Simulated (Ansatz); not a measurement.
`[F][W](=[S])(=[S])[Cl]` + `C/C=C(\F)OC` → `[CH3][W](=[S])(=[S])[Cl]` + `CO/C(F)=C/F`  (formal exchange of groups at a W–F bond)

Program: Ansatz. Geometries: PBE0-D4/def2-TZVP. ΔE: electronic, gas phase. CCSD(T)/CBS adds triple-zeta CCSD(T) − MP2 to the extrapolated MP2 energy (def2 sets, frozen cores). Double bonds are as drawn, so ΔE can hold a change between cis and trans. Functionals use def2-TZVPP. def2 core potentials past Kr. For W outer-core shells are correlated without core-valence functions, which leaves a few kJ/mol of doubt a bond. One conformer a species, not always the lowest.

| level | ΔE (kJ/mol) |
| --- | --- |
| r2SCAN-D4 | 193.5 |
| ωB97X-V | 188.8 |
| PBE | 188.5 |
| PBE0 | 185.5 |
| MP2/def2-TZVPP | 185.0 |
| SCS-MP2/def2-TZVPP | 184.4 |
| CCSD(T)/def2-TZVPP | 180.4 |
| HF/def2-QZVPP | 183.8 |

**Question.** What does CCSD(T)/CBS give? (Estimate.)

**Answer.** The calculation gave: +183.6 kJ/mol. The listed levels differ from it by 9.9, 5.2, 4.9, 1.9, 1.4, 0.8, -3.2, 0.2 kJ/mol.

Largest T1 diagnostic among the species: 0.022, so the coupled-cluster value is less sure than usual.

The D4 term adds −3.2 kJ/mol with B3LYP and −1.9 kJ/mol with PBE0; it sums over pairs of atoms, weighted by their polarisabilities, and B3LYP, whose exchange is more repulsive, gets the larger term.

B3LYP here is the variant with VWN-RPA as its local correlation; programs differ in this.
